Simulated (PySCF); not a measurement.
Give a PBE0-D3(BJ)/def2-SVP geometry of `FC1=C(F)C(F)=C(F)C=C1`.

```
atom  x, y, z in Å
F1     1.2288    2.4181    0.0654
C2     0.5950    1.2545    0.0260
C3    -0.7840    1.1938   -0.1091
C4    -1.4226   -0.0454   -0.1461
C5    -0.6768   -1.2104   -0.0469
F6    -1.2610   -2.3996   -0.0791
C7     0.7114   -1.1544    0.0890
F8     1.4245   -2.2615    0.1843
C9     1.3491    0.0838    0.1247
F10    2.6618    0.1431    0.2515
H11   -1.3458    2.1258   -0.1846
H12   -2.5055   -0.1226   -0.2522
```

Any rigid rotation of these coordinates is as good. Atoms count from 1 in this order. The 6-membered ring C2–C3–C4–C5–C7–C9 has internal angles of 119.6° to 120.5° (sum 720°, against 720° for a flat polygon); it is planar, 0.00 Å rms from its mean plane, widest ring torsion 0°. The 10 heavy atoms lie in one plane (0.001 Å rms).

Bonds between heavy atoms (Å): F1–C2 1.326, C2–C3 1.387, C3–C4 1.395, C4–C5 1.387, C5–F6 1.325, C5–C7 1.396, C7–F8 1.320, C7–C9 1.393, C9–F10 1.320, C2–C9 1.396.

Computed with PBE0-D3(BJ)/def2-SVP geometry optimisation, gas phase (PySCF).

Point group: C2v (every atom within 0.08 Å of its image). PBE0-D3(BJ)/def2-SVP frequencies: not computed here.
